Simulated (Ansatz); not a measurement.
Reaction (SMILES): [AsH2] (AsH2) → [AsH2-] (an electron is taken up)
B3LYP-D3(BJ)/def2-TZVP geometries, fixed; electronic energies without zero-point terms; positive where energy is released.
Largest species:
```xyz
3

As    -0.0239    -0.0491    -0.0281
H     -0.0021     1.4525    -0.3209
H      0.7904     0.1673     1.2490
```
Charge 0, spin multiplicity 2.

Basis-set convergence of the adiabatic electron affinity at PBE with Ansatz (a quantum-chemistry and plane-wave program). Cartesian d functions, on some or all atoms, in 3-21G, 6-31G, 6-31G*; all else is spherical. The program fits the integrals of some runs and decomposes those of others, by size. Open shells are unrestricted. No added dispersion term, no relativity. Functions are those of the species that has most. Reference: the value in aug-cc-pV5Z, 1.274 eV, itself unsure by roughly 0.049 eV (its mean distance from aug-pcseg-3, aug-cc-pVQZ, def2-QZVPPD). Deviations are taken from unrounded values.

```csv
basis,functions,adiabatic electron affinity (eV),minus reference (eV)
3-21G,27,0.452,-0.822
6-31G,33,0.855,-0.419
def2-SV(P),36,0.548,-0.726
cc-pVDZ,37,0.584,-0.690
pcseg-1,37,0.703,-0.571
6-31G*,39,0.774,-0.500
def2-SVP,42,0.557,-0.717
aug-cc-pVDZ,54,1.252,-0.022
6-311G**,56,0.940,-0.334
def2-TZVP,60,0.816,-0.457
cc-pVTZ,71,1.007,-0.267
def2-TZVPPD,88,0.965,-0.309
aug-pcseg-2,105,1.275,0.001
def2-QZVPP,149,1.121,-0.153
aug-cc-pVQZ,185,1.267,-0.007
aug-pcseg-3,191,1.276,0.002
cc-pV5Z,214,1.170,-0.104
aug-cc-pV5Z,300,1.274,0.000
```
